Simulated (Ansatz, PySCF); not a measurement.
Gas-phase reaction in SMILES: Br[SiH2]Br [dibromosilane] + 2 [H][H] (H2) → 2 Br (HBr) + [SiH4] (SiH4)
Each molecule is optimised on its own at B3LYP-D3(BJ)/def2-TZVP (Ansatz, a program for electronic structure).

Property: energy of full hydrogenation (enthalpy at 298 K, with B3LYP-D3(BJ) rigid-rotor harmonic-oscillator terms from PySCF), in kJ/mol. Valence correlation only, unless marked. No spin-orbit coupling. Frozen are the shells of the preceding noble gas and the d and f shells that filled before the atom's block. Non-relativistic. Basis-set limits of correlation are two-point, X^-3; Hartree-Fock from the larger set. The bracket is a focal-point correction in the basis named.

```json
[
 {"level": "HF/STO-3G", "program": "Ansatz", "energy of full hydrogenation (kJ/mol)": "160.2", "minus last row": "10.3"},
 {"level": "PBE-D3(BJ)/def2-TZVPD", "program": "Ansatz + dftd3", "energy of full hydrogenation (kJ/mol)": "147.5", "minus last row": "-2.4"},
 {"level": "BLYP/def2-TZVPD", "program": "Ansatz", "energy of full hydrogenation (kJ/mol)": "127.1", "minus last row": "-22.8"},
 {"level": "PBE0/def2-TZVP", "program": "Ansatz", "energy of full hydrogenation (kJ/mol)": "142.4", "minus last row": "-7.5"},
 {"level": "wB97X-V/def2-TZVPD", "program": "Ansatz", "energy of full hydrogenation (kJ/mol)": "141.0", "minus last row": "-8.9"},
 {"level": "B2GP-PLYP/def2-TZVPD", "program": "Ansatz", "energy of full hydrogenation (kJ/mol)": "144.5", "minus last row": "-5.4"},
 {"level": "SCS-MP2/def2-TZVPPD", "program": "Ansatz", "energy of full hydrogenation (kJ/mol)": "140.8", "minus last row": "-9.1"},
 {"level": "CCSD/def2-SVP", "program": "Ansatz", "energy of full hydrogenation (kJ/mol)": "99.0", "minus last row": "-50.9"},
 {"level": "RI-MP2/CBS(def2-TZVPPD,def2-QZVPPD)+[CCSD(T)-MP2]/def2-TZVPPD", "program": "Ansatz", "energy of full hydrogenation (kJ/mol)": "146.4", "minus last row": "-3.5"},
 {"level": "CCSD(T)/CBS(def2-TZVPPD,def2-QZVPPD)", "program": "Ansatz", "energy of full hydrogenation (kJ/mol)": "149.9", "minus last row": "0.0"}
]
```
